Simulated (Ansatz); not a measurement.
C₂H₅ClO₂Si, SMILES `O[SiH2]/C(O)=C\Cl`. The species carries charge 0 and has multiplicity 1. The structure was optimised at the PBE0-D4/def2-TZVP level. It is one conformer, not always the lowest.

```xyz
11

O     0.407   -1.483    1.371
Si   -0.710   -0.612    0.505
C     0.477    0.504   -0.423
O     1.806    0.349   -0.190
C     0.055    1.424   -1.288
Cl   -1.637    1.607   -1.573
H     0.124   -2.166    1.978
H    -1.501   -1.492   -0.392
H    -1.626    0.134    1.403
H     1.912   -0.358    0.460
H     0.693    2.093   -1.849
```

Q: What is the dipole moment at r2SCAN/def2-TZVPP? (Best estimate.)

A: Computed: 2.75 D, with components (-0.03, -2.03, 1.85) D in this frame, pointing from negative to positive charge.

Q: And with PBE, B3LYP, ωB97M-V? (Estimate.)

A: Computed: PBE 2.66 D, B3LYP 2.75 D, ωB97M-V 2.79 D.

Q: Give the Mulliken charges with r2SCAN, PBE, B3LYP in def2-TZVPP. (Best estimate.)

A: Ansatz gave: 
```
atom  r2SCAN    PBE  B3LYP
  O1   -0.44  -0.37  -0.42
 Si2    0.48   0.35   0.45
  C3    0.04   0.07   0.07
  O4   -0.31  -0.26  -0.30
  C5   -0.03  -0.07  -0.08
 Cl6   -0.11  -0.09  -0.11
  H7    0.19   0.18   0.18
  H8   -0.08  -0.06  -0.07
  H9   -0.08  -0.06  -0.07
 H10    0.23   0.22   0.22
 H11    0.10   0.10   0.12
```

B3LYP here is the variant with VWN-RPA as its local correlation; programs differ in this.
